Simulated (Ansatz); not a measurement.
C₃H₆BBr, relaxed with RKS PBE0-D4/def2-TZVP in Ansatz from a PBE-D4/def2-SVP geometry. The force threshold is 0.005 eV/Å; the program also tests the step.

Total charge 0; spin multiplicity 1. The bonds changed during the relaxation, so this is another structure than the one it started from.

Start:

```xyz
11

B     0.119   -0.420   -0.865
C     0.483   -0.863    0.809
C    -0.403    0.241    0.666
C    -0.072    1.243   -0.290
Br   -2.241    0.008    1.145
H    -0.817   -0.955   -1.417
H     1.220   -0.398   -1.379
H     1.554   -0.660    0.961
H     0.095   -1.780    1.276
H     0.937    1.681   -0.261
H    -0.875    1.903   -0.646
```

Q: By how much does the energy fall, and how many steps does the optimiser take? (An estimate is asked.)

A: Ansatz gave: 1.26 kcal/mol, in 5 steps.

Q: Which bonds change most? (Estimate.)

A: The calculation gave: B1–H7 from 1.215 to 1.192 Å; B1–H6 from 1.211 to 1.190 Å; C3–Br5 from 1.913 to 1.893 Å; C3–C4 from 1.423 to 1.405 Å.

Q: Give the relaxed structure. (An estimate is asked.)

A: Computed: 
```xyz
11

B     0.119   -0.421   -0.866
C     0.477   -0.848    0.810
C    -0.399    0.240    0.661
C    -0.071    1.234   -0.276
Br   -2.221   -0.003    1.115
H    -0.809   -0.943   -1.399
H     1.201   -0.396   -1.365
H     1.534   -0.649    0.936
H     0.100   -1.750    1.272
H     0.929    1.649   -0.263
H    -0.858    1.887   -0.626
```
